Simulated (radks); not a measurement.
The numbers below are computed, except where a source is named.
Problem. Excited configurations of neutral neodymium: one electron is placed in a higher orbital outside [Xe] 4f4 6s1. The ground configuration is [Xe] 4f4 6s2. Code: a radial shooting solver on a logarithmic mesh with Libxc functionals. Model: Dirac Kohn-Sham, PBEsol, spin-unpolarised, spherical densities, finite nucleus; open shells fill j = l - 1/2 first; Fermi nuclear charge, rms radius 4.9123 fm. Excitation = E - E(ground); binding = E(ion) - E, where the ion is the core of charge +1; n* = 1/sqrt(2 binding) in atomic units, and the quantum defect is n - n*.

outer orbital  excitation (eV)  binding (eV)     n*  quantum defect  eigenvalue (eV)  <r> (bohr)
5d3/2                    1.635         4.177  1.805           3.195           -1.325       3.594
5f5/2                    4.892         0.920  3.845           1.155           -0.422       16.92
6p1/2                    2.212         3.600  1.944           4.056           -1.847       5.680
6d3/2                    4.336         1.476  3.036           2.964           -0.716       11.43
7p1/2                    4.243         1.569  2.945           4.055           -0.907       13.05

Estimate the row for 7s1/2.

Solution. excitation (eV) 3.742; binding (eV) 2.070; n* 2.564; quantum defect 4.436; eigenvalue (eV) -1.235; <r> (bohr) 10.43. The Delta-SCF ionisation energy is 5.812 eV (NIST Atomic Spectra Database: 5.525 eV, measured). Self-interaction in the functional shifts the binding energies and quantum defects, so they are the method's values and not measured ones. Spin polarisation and multiplet splitting are left out, so open shells lie too high by an amount that depends on their filling.

Beside tabulated values, note that spin-unpolarised runs miss the spin-polarisation part of the exchange energy of open shells.
